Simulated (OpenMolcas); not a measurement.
# V I: effect of the active space

```json
{"Program": "OpenMolcas 26.06", "Method": "MS-CASPT2, IPEA 0.25 Eh, imaginary shift 0.1 Eh", "Basis": "ANO-R3", "Scalar Hamiltonian": "X2C, finite nucleus", "Spin-orbit coupling": "RASSI with atomic mean-field integrals over the reference wave functions, term energies averaged over their components"}
```

A. 3 electrons in 5 orbitals (3d); 2S+1 = 4 even, 10 roots; 2S+1 = 2 even, 40 roots; closed shells correlated: 3s 3p 4s; CASPT2 step about 30 core-seconds
B. 5 electrons in 6 orbitals (3d 4s); 2S+1 = 4 even, 50 roots; 2S+1 = 6 even, 5 roots kept (CI in the orbitals of an earlier block); 2S+1 = 2 even, 91 roots kept (CI in the orbitals of an earlier block); closed shells correlated: 3s 3p; CASPT2 step of the order of 110 core-seconds

Energies in cm⁻¹ above 3d³ 4s² ⁴F_3/2, the measured ground level; measured values from NIST Handbook of Basic Atomic Spectroscopic Data.

| Level | A | B | Measured |
| --- | --- | --- | --- |
| 3d³ 4s² ⁴F_3/2 | 0.0 | 0.0 | 0.0 |
| 3d³ 4s² ⁴F_5/2 | 148 | 123 | 137 |
| 3d³ 4s² ⁴F_7/2 | 351 | 293 | 323 |
| 3d³ 4s² ⁴F_9/2 | 604 | 506 | 553 |
| 3d³ 4s² ²G_7/2 | 10050 | 11650 |  |
| 3d³ 4s² ²G_9/2 | 10260 | 11830 |  |
| 3d³ 4s² ²P_1/2 | 13690 | 14200 |  |
| 3d³ 4s² ²H_9/2 | 15030 | 17380 |  |
| 3d³ 4s² ²H_11/2 | 15200 | 17520 |  |

Deviations, from unrounded energies. A percentage is the sum of absolute deviations over the sum of measured energies, with the sign that they share, or ± where signs differ.

| Against measurement | Levels | A | B |
| --- | --- | --- | --- |
| mean absolute deviation (cm-1) | 3 | 30 | 31 |
| fine structure of the ground term (%) | 3 | +8.9 | -9.0 |

A, B lie about equally close to measurement. The largest miss of A in the table is 3d³ 4s² ⁴F_9/2, by +51 cm-1. The ranking rests on the paired levels alone, and a cruder setting can come out closer through cancelling errors.

The spin-orbit steps hold different terms of 3d³ 4s² (B lacks a ²D, ²F), which shifts levels as well.

The two smallest mean deviations differ by little beside CASPT2's spread within terms, so their order carries little weight.

Between A and B the level of the table that moves most is 3d³ 4s² ²H_9/2, by 2400 cm-1 (lowest in A, highest in B). Moves below CASPT2's spread within the term are not significant.

CASPT2 breaks the degeneracy within a term, and the mean is taken; among the terms shown or strongly mixed into the levels shown the widest spread is 4000 cm-1 (3d³ 4s² ⁴F, B). Over all roots computed the reference weight is 0.82 to 0.90 in B; the roots of lowest weight are the least certain, and an intruder state may touch them. With the s shell closed, the reference lacks s² → p², s² → d² and s → d mixing, so excited terms can stand far too high and out of order, with CASPT2 too (holds for A). Blocks of more than 70 roots (2S+1 = 2 even) ran without multistate coupling (holds for B). Terms from blocks run as CI alone lack orbitals of their own (holds for B). Configurations are named by rounded mean occupations; where the s occupation lies near a half they are strongly mixed, a name can repeat and a true partner stay unpaired (holds for B). Computed and measured levels are paired by configuration, term and J; levels that our copy of the source lacks, or whose pairing is in doubt (as where it misses far off the trend of its configuration), stay unpaired and out of the deviations. Only configurations of the active space appear. Levels that lie high or do not pair safely by name in every column are left out.
